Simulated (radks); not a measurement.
Question: All-electron atom: Gd13+ in [Kr] 4d10 4f5 (the NIST ground configuration). All-electron calculation, Dirac Kohn-Sham, PBE, spin-unpolarised, spherical densities, point nucleus; open shells are shared between the two j in proportion to 2j + 1. Program: a radial shooting solver on a logarithmic mesh with Libxc functionals.

Spin-orbit splittings of the eigenvalues, e(l+1/2) - e(l-1/2), with zeta = 2 splitting/(2l+1) and mean radii in bohr:

| shell | occ. | splitting (eV) | zeta (eV) | <r> j=l-1/2 | <r> j=l+1/2 |
|---|---|---|---|---|---|
| 2p | 6 | 696.1 | 464.1 | 0.07745 | 0.08429 |
| 3p | 6 | ? | ? | 0.2335 | 0.2465 |
| 3d | 10 | 31.16 | 12.46 | 0.2186 | 0.2226 |
| 4p | 6 | 32.60 | 21.73 | 0.5584 | 0.5859 |
| 4d | 10 | 6.075 | 2.430 | 0.6120 | 0.6209 |
| 4f | 5 | 1.030 | 0.2941 | 0.6847 | 0.6890 |
| 5p | 0 | 8.149 | 5.433 | 1.196 | 1.240 |

Estimate the 3p splitting.

Answer: 143.0 eV (zeta = 95.30 eV).
